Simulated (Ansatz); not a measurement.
Abridged output of a molecular run in Ansatz:

```
Functional definition: HF
1613 factors; integrals over basis functions are off by at most 1.2e-3 eV
mean field evaluation 1: about -63105.7278 eV, gradient 4.6e1 eV
mean field evaluation 2: about -63106.0251 eV, gradient 4.6e1 eV
mean field evaluation 4: about -63111.2943 eV, gradient 5.2e0 eV
mean field evaluation 8: about -63111.4017 eV, gradient 5.3e-1 eV
mean field -63111.40260594 eV, -2319.3012673231 hartree, gradient 1.8e-6 eV, S^2 0.000000; 0 other end points of the search recorded, 0 dependent functions left out
17 core orbitals not correlated: weight in the atoms' cores, before any rotation towards them, 1.000 or more for the frozen orbitals, at most 0.000 for the correlated occupied ones
reference -63111.40260594 eV, -2319.3012673231 hartree; 18, 18 occupied and 232, 232 virtual orbitals, 1613 factors
second order -24.42277613 eV of doubles, -0.00000000 eV of singles
cycle   1  -24.14623202 eV  change    2.8e-1 eV  update   1.3e-1
cycle   2  -24.94304079 eV  change   -8.0e-1 eV  update   4.2e-2
cycle   3  -25.11350335 eV  change   -1.7e-1 eV  update   2.2e-2
cycle   4  -25.09643913 eV  change    1.7e-2 eV  update   5.8e-3
cycle   5  -25.09400978 eV  change    2.4e-3 eV  update   3.1e-3
cycle   6  -25.09563561 eV  change   -1.6e-3 eV  update   1.0e-3
cycle   7  -25.09522362 eV  change    4.1e-4 eV  update   5.2e-4
cycle   8  -25.09509946 eV  change    1.2e-4 eV  update   1.6e-4
cycle   9  -25.09517418 eV  change   -7.5e-5 eV  update   6.5e-5
cycle  10  -25.09517517 eV  change   -9.9e-7 eV  update   2.2e-5
perturbative correction -1.11063333 eV, -0.0408150221 hartree
Total energy: -63137.60841444 eV, -2320.2643130225 hartree
```

Its atoms:

Cartesian coordinates in Å:
```
Al -1.1396 -1.1726 0.3001
O -0.5696 0.3543 1.1288
C -0.8151 0.5974 -0.3742
C 0.5619 0.8899 -0.9321
Ga 1.2895 -0.1241 0.6019
H -2.2207 -2.2227 0.7476
H 0.4899 -1.7423 0.1777
H -1.5738 1.3730 -0.4670
H 0.7503 0.4996 -1.9320
H 0.8306 1.9509 -0.8995
H 2.3968 -0.4033 1.6488
```

Which basis set was used?
A. def2-SVPD
B. def2-SVP
C. def2-TZVPP
D. cc-pV(D+d)Z

C. It gives 267 functions.

Write the keys of the input that set method, charge and spin (a neutral closed shell needs none for the last two).


```yaml
correlation: {method: ccsd_t}
```
